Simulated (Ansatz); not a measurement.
Reaction (ligand exchange at the Si–O bond): `Cl[SiH](Cl)[O][GeH3]` + `N[SiH](F)F` → `F[SiH](F)N[SiH](Cl)Cl` + `[OH][GeH3]`

Calculated with Ansatz (gas phase, PBE0-D4/def2-TZVP geometries, no zero-point term in ΔE). CCSD(T)/CBS adds triple-zeta CCSD(T) − MP2 to the extrapolated MP2 energy (def2 sets, frozen cores). This one scheme is used for every species. For Ge outer-core shells are correlated without core-valence functions, which leaves a few kJ/mol of doubt a bond. Scalar relativity is left out up to krypton. Each species was taken in one conformer, which may not be the lowest.

`Cl[SiH](Cl)[O][GeH3]`:

Z-matrix (Å, degrees):
```
Si
Cl 1 2.045
O 1 1.603 2 110.8
Cl 1 2.048 2 107.4 3 120.8
H 1 1.469 2 108.9 3 -121.4
Ge 3 1.792 1 135.2 2 67.3
H 6 1.532 3 106.7 1 93.6
H 6 1.531 3 104.8 1 -147.2
H 6 1.534 3 108.2 1 -27.1
```

`N[SiH](F)F`:

Cartesian coordinates in Å:
```
N 0.656 -0.114 -0.814
Si -0.332 0.133 0.526
F -1.213 1.425 0.258
F -1.390 -1.024 0.795
H 1.486 -0.680 -0.756
H 0.323 -0.019 -1.759
H 0.470 0.277 1.750
```

`F[SiH](F)N[SiH](Cl)Cl`:

Cartesian coordinates in Å:
```
F -2.436 -0.227 0.123
Si -1.101 -0.770 0.777
F -1.250 -2.343 0.921
N 0.239 -0.529 -0.253
Si 0.982 0.919 -0.766
Cl 2.972 0.906 -0.314
Cl 0.042 2.430 0.229
H -0.978 -0.162 2.105
H 0.649 -1.385 -0.607
H 0.882 1.161 -2.215
```

`[OH][GeH3]`:

Cartesian coordinates in Å:
```
O -0.278 -0.934 0.966
Ge -0.011 0.176 -0.403
H 0.135 -0.627 1.776
H -0.738 -0.488 -1.575
H 1.499 0.313 -0.681
H -0.606 1.560 -0.082
```

```json
{"species": "`Cl[SiH](Cl)[O][GeH3]`", "MP2/def2-TZVPP energy (Eh)": "-3361.73860"}
{"species": "`N[SiH](F)F`", "MP2/def2-TZVPP energy (Eh)": "-545.15170"}
{"species": "`F[SiH](F)N[SiH](Cl)Cl`", "MP2/def2-TZVPP energy (Eh)": "-1753.74774"}
{"species": "`[OH][GeH3]`", "MP2/def2-TZVPP energy (Eh)": "-2153.11824"}
```

(1) Work out ΔE.

Largest T1 diagnostic among the species: 0.011.

Results:

(1) ΔE = (-1753.74774) + (-2153.11824) − (-3361.73860) − (-545.15170) = 0.02432 Eh = +0.66 eV. CCSD(T)/CBS gives +0.66 eV.

In def2-TZVPP, CCSD(T) changes the Hartree–Fock value by −0.13 eV (the triples alone add −0.02 eV) and MP2 by −0.13 eV. The D4 term adds −0.04 eV with B3LYP and −0.02 eV with PBE0; it sums over pairs of atoms, weighted by their polarisabilities, and B3LYP, whose exchange is more repulsive, gets the larger term.

B3LYP here is the variant with VWN-RPA as its local correlation; programs differ in this.
